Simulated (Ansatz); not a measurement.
Ansatz (a quantum-chemistry and plane-wave program) input for Si(Cl)2(NH2)2 (Cl2H4N2Si), SMILES N[Si](N)(Cl)Cl, PBE-D3(BJ)/def2-SVP. 

Ansatz 0.2 input:
```yaml
crystal:
  periodic: [false, false, false]
  atoms:
    - {symbol: N, position_ang: [-0.33223548, 1.34877762, 1.35643730]}
    - {symbol: Si, position_ang: [-0.00000000, -0.00000000, 0.36784778]}
    - {symbol: N, position_ang: [0.33223547, -1.34877762, 1.35643730]}
    - {symbol: Cl, position_ang: [-1.65270540, -0.15703339, -0.88943907]}
    - {symbol: Cl, position_ang: [1.65270540, 0.15703339, -0.88943906]}
    - {symbol: H, position_ang: [0.33996137, 1.63178293, 2.06316240]}
    - {symbol: H, position_ang: [-0.85726934, 2.13464944, 0.98730619]}
    - {symbol: H, position_ang: [-0.33996139, -1.63178292, 2.06316240]}
    - {symbol: H, position_ang: [0.85726933, -2.13464945, 0.98730620]}
basis:
  gaussian:
    orbitals: def2-SVP
hamiltonian:
  xc: pbe
  dispersion: d3bj
relax: {f_tol: 0.002, max_steps: 200}
```

Output:

```
WARN ansatz: RAYON_NUM_THREADS=1 ignored (pool sized by the plan → 1); use --threads N
Functional definition: PBE
integrals: 0.05 GiB planned
1162 factors; their error is unknown
mean field: 0.27 GiB planned
mean field evaluation 1: about -35928.5168 eV, gradient 8.3e1 eV
mean field evaluation 2: about -35877.5088 eV, gradient 1.6e2 eV
mean field evaluation 4: about -35942.0569 eV, gradient 7.6e0 eV
mean field evaluation 8: about -35942.1195 eV, gradient 1.8e-1 eV
mean field evaluation 16: about -35942.1196 eV, gradient 6.2e-5 eV
mean field -35942.11959661 eV, -1320.8485327317 hartree, gradient 1.3e-5 eV, S^2 0.000000; 0 other end points of the search recorded, 0 dependent functions left out
the calculation of the forces begins
reference -35942.11962876 eV, -1320.8485339132 hartree; 33, 33 occupied and 69, 69 virtual orbitals, 1162 factors
relax step   1: F+E_penalty+E_count = -35942.37482883 eV  Δ(F+E_penalty+E_count) = +0.000e0 eV  max|allowed force component| = 2.270e-1 eV/Å  Δτ_max = 0.0000 Å  (28 SCF iters, accepted)
these checks for a lower state are left out or cut short: starts, cluster_reference, orbital_swaps, neighbouring_geometries, increment
integrals: 0.05 GiB planned
1162 factors; their error is unknown
mean field: 0.27 GiB planned
mean field -35942.12755703 eV, -1320.8488252719 hartree, gradient 2.1e-5 eV, S^2 0.000000; 0 other end points of the search recorded, 0 dependent functions left out
the calculation of the forces begins
reference -35942.12758932 eV, -1320.8488264585 hartree; 33, 33 occupied and 69, 69 virtual orbitals, 1162 factors
relax step   2: F+E_penalty+E_count = -35942.38201564 eV  Δ(F+E_penalty+E_count) = -7.187e-3 eV  max|allowed force component| = 1.804e-1 eV/Å  Δτ_max = 0.0114 Å  (28 SCF iters, accepted)
these checks for a lower state are left out or cut short: starts, cluster_reference, orbital_swaps, neighbouring_geometries, increment
integrals: 0.05 GiB planned
1162 factors; their error is unknown
mean field: 0.27 GiB planned
mean field evaluation 32: about -35942.1296 eV, gradient 2.2e-5 eV
mean field -35942.12958039 eV, -1320.8488996289 hartree, gradient 2.2e-5 eV, S^2 0.000000; 0 other end points of the search recorded, 0 dependent functions left out
the calculation of the forces begins
reference -35942.12961276 eV, -1320.8489008183 hartree; 33, 33 occupied and 69, 69 virtual orbitals, 1162 factors
relax step   3: F+E_penalty+E_count = -35942.38372749 eV  Δ(F+E_penalty+E_count) = -1.712e-3 eV  max|allowed force component| = 6.218e-2 eV/Å  Δτ_max = 0.0076 Å  (28 SCF iters, accepted)
these checks for a lower state are left out or cut short: starts, cluster_reference, orbital_swaps, neighbouring_geometries, increment
integrals: 0.05 GiB planned
1162 factors; their error is unknown
mean field: 0.27 GiB planned
mean field -35942.12969395 eV, -1320.8489038023 hartree, gradient 2.2e-5 eV, S^2 0.000000; 0 other end points of the search recorded, 0 dependent functions left out
the calculation of the forces begins
reference -35942.12972632 eV, -1320.8489049916 hartree; 33, 33 occupied and 69, 69 virtual orbitals, 1162 factors
relax step   4: F+E_penalty+E_count = -35942.38398773 eV  Δ(F+E_penalty+E_count) = -2.602e-4 eV  max|allowed force component| = 4.309e-2 eV/Å  Δτ_max = 0.0068 Å  (29 SCF iters, accepted)
these checks for a lower state are left out or cut short: starts, cluster_reference, orbital_swaps, neighbouring_geometries, increment
integrals: 0.05 GiB planned
1162 factors; their error is unknown
mean field: 0.27 GiB planned
mean field -35942.13017669 eV, -1320.8489215426 hartree, gradient 2.2e-5 eV, S^2 0.000000; 0 other end points of the search recorded, 0 dependent functions left out
the calculation of the forces begins
reference -35942.13020908 eV, -1320.8489227327 hartree; 33, 33 occupied and 69, 69 virtual orbitals, 1162 factors
relax step   5: F+E_penalty+E_count = -35942.38452456 eV  Δ(F+E_penalty+E_count) = -5.368e-4 eV  max|allowed force component| = 1.494e-2 eV/Å  Δτ_max = 0.0080 Å  (28 SCF iters, accepted)
these checks for a lower state are left out or cut short: starts, cluster_reference, orbital_swaps, neighbouring_geometries, increment
integrals: 0.05 GiB planned
1162 factors; their error is unknown
mean field: 0.27 GiB planned
mean field -35942.13023065 eV, -1320.8489235254 hartree, gradient 2.2e-5 eV, S^2 0.000000; 0 other end points of the search recorded, 0 dependent functions left out
the calculation of the forces begins
reference -35942.13026303 eV, -1320.8489247155 hartree; 33, 33 occupied and 69, 69 virtual orbitals, 1162 factors
relax step   6: F+E_penalty+E_count = -35942.38464760 eV  Δ(F+E_penalty+E_count) = -1.230e-4 eV  max|allowed force component| = 1.100e-2 eV/Å  Δτ_max = 0.0068 Å  (28 SCF iters, accepted)
these checks for a lower state are left out or cut short: starts, cluster_reference, orbital_swaps, neighbouring_geometries, increment
integrals: 0.05 GiB planned
1162 factors; their error is unknown
mean field: 0.27 GiB planned
mean field evaluation 64: about -35942.1302 eV, gradient 8.6e-6 eV
mean field -35942.13020413 eV, -1320.8489225509 hartree, gradient 8.6e-6 eV, S^2 0.000000; 0 other end points of the search recorded, 0 dependent functions left out
the calculation of the forces begins
reference -35942.13023651 eV, -1320.8489237409 hartree; 33, 33 occupied and 69, 69 virtual orbitals, 1162 factors
relax step   7: F+E_penalty+E_count = -35942.38465105 eV  Δ(F+E_penalty+E_count) = -3.450e-6 eV  max|allowed force component| = 2.426e-3 eV/Å  Δτ_max = 0.0018 Å  (22 SCF iters, accepted)
these checks for a lower state are left out or cut short: starts, cluster_reference, orbital_swaps, neighbouring_geometries, increment
integrals: 0.05 GiB planned
1162 factors; their error is unknown
mean field: 0.27 GiB planned
mean field -35942.13020208 eV, -1320.8489224756 hartree, gradient 8.4e-6 eV, S^2 0.000000; 0 other end points of the search recorded, 0 dependent functions left out
the calculation of the forces begins
reference -35942.13023446 eV, -1320.8489236655 hartree; 33, 33 occupied and 69, 69 virtual orbitals, 1162 factors
relax step   8: F+E_penalty+E_count = -35942.38465196 eV  Δ(F+E_penalty+E_count) = -9.129e-7 eV  max|allowed force component| = 3.955e-3 eV/Å  Δτ_max = 0.0019 Å  (22 SCF iters, accepted)
these checks for a lower state are left out or cut short: starts, cluster_reference, orbital_swaps, neighbouring_geometries, increment
integrals: 0.05 GiB planned
1162 factors; their error is unknown
mean field: 0.27 GiB planned
mean field -35942.13021143 eV, -1320.8489228191 hartree, gradient 2.6e-5 eV, S^2 0.000000; 0 other end points of the search recorded, 0 dependent functions left out
the calculation of the forces begins
reference -35942.13024381 eV, -1320.8489240091 hartree; 33, 33 occupied and 69, 69 virtual orbitals, 1162 factors
relax step   9: F+E_penalty+E_count = -35942.38465473 eV  Δ(F+E_penalty+E_count) = -2.769e-6 eV  max|allowed force component| = 4.086e-4 eV/Å  Δτ_max = 0.0015 Å  (20 SCF iters, accepted)
integrals: 0.05 GiB planned
1162 factors; their error is unknown
mean field: 0.27 GiB planned
mean field evaluation 96: about -35942.1302 eV, gradient 4.9e-5 eV
mean field -35942.13021143 eV, -1320.8489228191 hartree, gradient 2.6e-5 eV, S^2 0.000000; 1 other end points of the search recorded, 0 dependent functions left out
the calculation of the forces begins
reference -35942.13024381 eV, -1320.8489240091 hartree; 33, 33 occupied and 69, 69 virtual orbitals, 1162 factors
Total energy: -35942.38468711 eV, -1320.8582746280 hartree
Atom 0 at    -0.350910     1.347408     1.375179 Å, force    -0.000294    -0.000042    -0.000409 eV/Å
Atom 1 at    -0.000000    -0.000000     0.371405 Å, force    -0.000000     0.000000    -0.000184 eV/Å
Atom 2 at     0.350910    -1.347408     1.375179 Å, force     0.000294     0.000042    -0.000409 eV/Å
Atom 3 at    -1.656851    -0.160533    -0.889765 Å, force    -0.000133     0.000093     0.000255 eV/Å
Atom 4 at     1.656851     0.160533    -0.889765 Å, force     0.000133    -0.000093     0.000255 eV/Å
Atom 5 at     0.353477     1.646579     2.054249 Å, force     0.000279     0.000014     0.000117 eV/Å
Atom 6 at    -0.854095     2.142682     0.976025 Å, force    -0.000143     0.000102     0.000129 eV/Å
Atom 7 at    -0.353477    -1.646579     2.054249 Å, force    -0.000279    -0.000014     0.000117 eV/Å
Atom 8 at     0.854095    -2.142682     0.976025 Å, force     0.000143    -0.000102     0.000129 eV/Å
Dipole moment:     0.000000    -0.000000     0.486624 e Å
```

The run converged.
